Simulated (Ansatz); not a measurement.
Born–Oppenheimer molecular dynamics of BFH6OSi (10 atoms, charge 0, multiplicity 1). It starts at the highest image of a converged band. Of that band: Neighbouring images differ by up to 1.9 eV, so the band resolves the path poorly. A vibrational analysis at the climbing image gives one clearly imaginary mode, 1362i cm⁻¹: a first-order saddle point.

Method: Ansatz 0.2.0, RKS PBE0/6-31G*.

```json
{"ensemble": "NVE (velocity Verlet)", "time step": "0.5 fs", "steps asked": "143", "starting velocities drawn for": "100 K", "seed": "8407"}
```

Frames 0.5 fs apart, positions in Å, forces in eV/Å.

Velocities at 0 fs (Å/ps):

```
B 0.68 -0.37 1.48
O 1.29 -0.25 0.68
H -4.89 20.98 -12.76
F -2.13 3.08 0.92
H -2.05 2.06 -5.86
Si 0.65 -1.44 -0.96
H -6.37 -6.27 6.15
H 5.66 -3.18 -14.73
H 8.31 -7.29 7.60
H -6.42 -16.30 2.36
```

```xyz
10
Properties=species:S:1:pos:R:3:forces:R:3 time_fs=0 energy_less_start_eV=0.000 T=100
B 0.146 0.210 0.271 0.00 0.00 0.00
O -0.208 -0.514 1.628 0.00 0.00 0.00
H -1.124 -0.831 1.579 0.00 0.00 0.00
F 1.423 -0.042 -0.078 0.00 0.00 0.00
H -0.729 0.101 -0.548 0.00 0.00 0.00
Si 0.091 2.390 0.807 0.00 0.00 0.00
H 1.116 2.918 1.754 0.00 0.00 0.00
H 0.449 2.837 -0.568 0.00 0.00 0.00
H -1.230 2.997 1.152 0.00 0.00 0.00
H -0.207 0.690 1.611 0.00 0.00 0.00
10
Properties=species:S:1:pos:R:3:forces:R:3 time_fs=0.5 energy_less_start_eV=0.001 T=99
B 0.146 0.210 0.271 -0.06 0.10 -0.12
O -0.207 -0.515 1.629 -0.05 0.00 0.01
H -1.127 -0.821 1.573 -0.01 -0.04 0.02
F 1.422 -0.041 -0.077 0.07 -0.03 -0.02
H -0.730 0.102 -0.551 0.05 -0.02 0.06
Si 0.091 2.389 0.806 0.06 -0.03 -0.13
H 1.112 2.915 1.757 0.02 0.01 0.00
H 0.452 2.835 -0.575 -0.03 -0.02 0.12
H -1.226 2.994 1.155 -0.06 0.03 0.00
H -0.210 0.681 1.612 0.02 0.01 0.06
10
Properties=species:S:1:pos:R:3:forces:R:3 time_fs=1 energy_less_start_eV=0.005 T=95
B 0.146 0.209 0.272 -0.12 0.19 -0.24
O -0.207 -0.515 1.629 -0.12 0.00 0.02
H -1.129 -0.810 1.567 -0.01 -0.08 0.05
F 1.421 -0.039 -0.077 0.13 -0.07 -0.03
H -0.731 0.103 -0.554 0.09 -0.04 0.12
Si 0.092 2.389 0.806 0.12 -0.06 -0.25
H 1.109 2.912 1.760 0.04 0.02 0.00
H 0.455 2.834 -0.582 -0.06 -0.03 0.23
H -1.222 2.990 1.159 -0.12 0.07 0.00
H -0.214 0.673 1.613 0.04 0.01 0.11
10
Properties=species:S:1:pos:R:3:forces:R:3 time_fs=1.5 energy_less_start_eV=0.010 T=90
B 0.147 0.209 0.273 -0.17 0.28 -0.35
O -0.206 -0.515 1.629 -0.19 0.00 0.02
H -1.132 -0.800 1.560 0.00 -0.12 0.07
F 1.420 -0.038 -0.076 0.20 -0.10 -0.05
H -0.732 0.103 -0.557 0.12 -0.06 0.17
Si 0.092 2.388 0.805 0.18 -0.09 -0.36
H 1.106 2.909 1.763 0.06 0.03 0.00
H 0.457 2.832 -0.589 -0.09 -0.04 0.32
H -1.218 2.987 1.163 -0.17 0.10 0.00
H -0.217 0.665 1.615 0.06 0.02 0.17
10
Properties=species:S:1:pos:R:3:forces:R:3 time_fs=2 energy_less_start_eV=0.016 T=84
B 0.147 0.209 0.273 -0.22 0.37 -0.45
O -0.206 -0.515 1.629 -0.27 -0.01 0.03
H -1.134 -0.790 1.554 0.01 -0.15 0.09
F 1.419 -0.036 -0.076 0.27 -0.13 -0.06
H -0.733 0.104 -0.559 0.15 -0.09 0.21
Si 0.092 2.387 0.805 0.22 -0.12 -0.45
H 1.103 2.906 1.766 0.08 0.03 0.00
H 0.460 2.830 -0.594 -0.11 -0.05 0.41
H -1.215 2.983 1.167 -0.22 0.12 0.00
H -0.220 0.657 1.617 0.08 0.03 0.22
10
Properties=species:S:1:pos:R:3:forces:R:3 time_fs=2.5 energy_less_start_eV=0.023 T=78
B 0.147 0.209 0.274 -0.25 0.46 -0.53
O -0.205 -0.515 1.630 -0.35 -0.02 0.03
H -1.137 -0.780 1.549 0.04 -0.18 0.11
F 1.418 -0.035 -0.075 0.33 -0.16 -0.08
H -0.733 0.105 -0.560 0.16 -0.11 0.24
Si 0.093 2.386 0.804 0.26 -0.15 -0.52
H 1.101 2.903 1.770 0.10 0.04 0.00
H 0.462 2.828 -0.599 -0.13 -0.05 0.47
H -1.212 2.981 1.171 -0.25 0.14 0.00
H -0.222 0.649 1.619 0.10 0.03 0.28
10
Properties=species:S:1:pos:R:3:forces:R:3 time_fs=3 energy_less_start_eV=0.029 T=72
B 0.147 0.209 0.274 -0.27 0.55 -0.60
O -0.205 -0.515 1.630 -0.44 -0.02 0.04
H -1.139 -0.771 1.543 0.07 -0.22 0.13
F 1.417 -0.033 -0.075 0.39 -0.20 -0.09
H -0.732 0.105 -0.561 0.17 -0.13 0.25
Si 0.093 2.386 0.804 0.28 -0.18 -0.56
H 1.098 2.900 1.773 0.11 0.04 0.00
H 0.464 2.826 -0.603 -0.14 -0.05 0.52
H -1.210 2.978 1.175 -0.28 0.16 -0.01
H -0.225 0.641 1.623 0.12 0.03 0.32
10
Properties=species:S:1:pos:R:3:forces:R:3 time_fs=3.5 energy_less_start_eV=0.034 T=67
B 0.147 0.210 0.274 -0.28 0.64 -0.65
O -0.204 -0.515 1.631 -0.52 -0.02 0.05
H -1.141 -0.763 1.538 0.09 -0.25 0.16
F 1.416 -0.032 -0.075 0.45 -0.22 -0.11
H -0.732 0.105 -0.562 0.16 -0.15 0.26
Si 0.094 2.385 0.803 0.28 -0.20 -0.58
H 1.096 2.898 1.776 0.12 0.04 -0.01
H 0.465 2.824 -0.605 -0.15 -0.04 0.54
H -1.209 2.976 1.178 -0.29 0.17 -0.02
H -0.227 0.633 1.627 0.14 0.03 0.37
10
Properties=species:S:1:pos:R:3:forces:R:3 time_fs=4 energy_less_start_eV=0.037 T=64
B 0.147 0.210 0.274 -0.28 0.72 -0.69
O -0.204 -0.515 1.631 -0.60 -0.02 0.05
H -1.143 -0.755 1.533 0.12 -0.27 0.18
F 1.415 -0.030 -0.074 0.50 -0.25 -0.12
H -0.730 0.105 -0.562 0.14 -0.17 0.25
Si 0.094 2.384 0.802 0.27 -0.22 -0.58
H 1.094 2.895 1.779 0.12 0.05 -0.02
H 0.466 2.822 -0.606 -0.15 -0.02 0.55
H -1.208 2.974 1.182 -0.29 0.17 -0.03
H -0.229 0.626 1.631 0.15 0.02 0.41
10
Properties=species:S:1:pos:R:3:forces:R:3 time_fs=4.5 energy_less_start_eV=0.038 T=63
B 0.147 0.211 0.274 -0.26 0.81 -0.70
O -0.204 -0.516 1.631 -0.66 -0.01 0.06
H -1.145 -0.747 1.528 0.13 -0.30 0.19
F 1.414 -0.029 -0.074 0.55 -0.28 -0.14
H -0.729 0.104 -0.561 0.11 -0.19 0.23
Si 0.095 2.383 0.801 0.25 -0.24 -0.55
H 1.093 2.893 1.782 0.12 0.05 -0.03
H 0.467 2.819 -0.606 -0.15 0.00 0.54
H -1.208 2.973 1.186 -0.27 0.17 -0.04
H -0.231 0.618 1.637 0.17 0.00 0.44
10
Properties=species:S:1:pos:R:3:forces:R:3 time_fs=5 energy_less_start_eV=0.037 T=65
B 0.147 0.211 0.274 -0.24 0.89 -0.70
O -0.203 -0.516 1.632 -0.71 0.00 0.08
H -1.147 -0.741 1.524 0.14 -0.33 0.21
F 1.413 -0.028 -0.073 0.60 -0.31 -0.15
H -0.727 0.102 -0.560 0.07 -0.20 0.20
Si 0.095 2.382 0.801 0.21 -0.25 -0.50
H 1.091 2.890 1.785 0.12 0.04 -0.04
H 0.468 2.817 -0.605 -0.14 0.03 0.50
H -1.208 2.972 1.189 -0.24 0.16 -0.06
H -0.232 0.610 1.644 0.18 -0.02 0.47
10
Properties=species:S:1:pos:R:3:forces:R:3 time_fs=5.5 energy_less_start_eV=0.033 T=68
B 0.147 0.212 0.274 -0.21 0.96 -0.69
O -0.203 -0.516 1.632 -0.74 0.02 0.09
H -1.148 -0.735 1.521 0.14 -0.36 0.22
F 1.413 -0.026 -0.073 0.64 -0.33 -0.17
H -0.725 0.101 -0.558 0.02 -0.22 0.16
Si 0.096 2.382 0.800 0.16 -0.27 -0.42
H 1.090 2.888 1.788 0.12 0.04 -0.06
H 0.468 2.815 -0.602 -0.12 0.06 0.45
H -1.209 2.971 1.193 -0.20 0.14 -0.08
H -0.232 0.603 1.652 0.19 -0.05 0.50
```

Of the whole run (72 fs, mean temperature of the second half 529 K): The conserved energy stayed within 0.049 meV per atom of its start (net change -0.0028 meV per atom), so the integration is sound. The kinetic energy rose, since the run started high on the potential surface and went downhill. It ends in pieces (BFH4Si + H2O), so much of that is their flight and rotation, not heat. A run of 0.071 ps of so small a system gives no equilibrium averages. The orbitals stay closed-shell, which can raise the energy where a bond breaks towards radicals; this wasn't checked here.

Time of the run: 9.9 min on 1 thread of Intel(R) Xeon(R) Platinum 8488C (Sapphire Rapids) (shared host), peak memory 0.16 GiB.
